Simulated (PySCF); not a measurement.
C₅H₉O₂, doublet, at a GFN2-xTB geometry. Base run: PySCF with B3LYP/STO-3G.

The PySCF input:
```python
from pyscf import gto, scf, dft

mol = gto.M(
    atom='''
C    -1.932261   -0.878778   -1.083091
C    -1.166158   -0.145119   -0.070819
C    -1.756329    1.225645    0.265265
O     0.190738    0.013076   -0.546600
C     1.176831   -0.116732    0.339642
C     2.519782    0.059011   -0.321145
O     1.009767   -0.361915    1.506182
H    -1.448710   -1.626168   -1.678896
H    -2.960935   -0.642488   -1.260838
H    -1.085496   -0.723274    0.873416
H    -1.769976    1.850926   -0.624065
H    -2.770125    1.104729    0.635054
H    -1.156159    1.710253    1.031546
H     2.905722   -0.924502   -0.582955
H     2.419937    0.652109   -1.224517
H     3.210519    0.524972    0.375494
''',
    basis='sto-3g',
    charge=0,
    spin=1,
    verbose=3,
)

mf = dft.UKS(mol)
mf.xc = 'b3lyp'
mf.kernel()
```

Variants of this job, named by their change:

| change | ΔE vs base (mEh) | grid points | electrons on the grid |
|---|---|---|---|
| base | 0.000 | 187032 | 54.99996 |
| grids.level = 0 | -40.557 | 13184 | 55.00637 |
| grids.level = 5 | -0.005 | 512712 | 55.00000 |
| grids.radi_method = gauss_chebyshev | 0.000 | 182568 | 54.99996 |
| grids.atom_grid = (30, 110) | 0.262 | 39384 | 54.99974 |
| grids.level = 4 | -0.005 | 340936 | 55.00000 |
| grids.becke_scheme = stratmann | 0.006 | 187032 | 54.99995 |
| grids.level = 7 | -0.005 | 1057440 | 55.00000 |
| grids.level = 1 | 0.023 | 58512 | 54.99996 |
| grids.level = 2 | 0.000 | 126808 | 54.99996 |
| grids.prune = dft.gen_grid.treutler_prune | 0.001 | 161000 | 54.99996 |

Open shells are given as the SCF converged; they aren't shown to be the lowest states, and a large step between rows can be another state.
